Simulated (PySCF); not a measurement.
## Diatomics with 92 electrons

CCSD(T) in PySCF with def2-SVPD on every atom (core potentials on Hg, Tl), for the lowest determinant that a PBE0 search found; no spin–orbit coupling. All have 92 electrons, 4 of them in the valence shells, and the same state, a singlet (closed shell). For ions De leads to the atom and ion picked by measured ionisation energies and electron affinities.

```tsv
species	difference of nuclear charges	Re (Å)	ωe (cm⁻¹)	k (mdyn/Å)	De (eV)	dissociates to
NaHg⁻	69	4.196	28.4	0.00980	0.08	Na⁻ + Hg
MgHg	68	4.053	30.7	0.0119	0.04	Mg + Hg
NaTl	70	3.327	129	0.204	0.73	Na + Tl
AlHg⁺	67	2.999	123	0.213	0.44	Al⁺ + Hg
```

Correlated steps freeze the inner cores (1 to 5 orbitals); shallow outer-core shells are correlated. Weak bonds: AlHg⁺, MgHg, NaHg⁻. Basis-set superposition, not corrected here, can be much of De in a small basis, most of all at correlated wavefunction levels. These are scalar-relativistic numbers at best; spin–orbit coupling would shift them, the dissociation energy most. For an ion De counts to the pair picked by the measured ionisation energies or electron affinities, which need not be the lowest pair at this level. Where the molecule has an RHF reference, its open-shell atoms are computed with UHF.
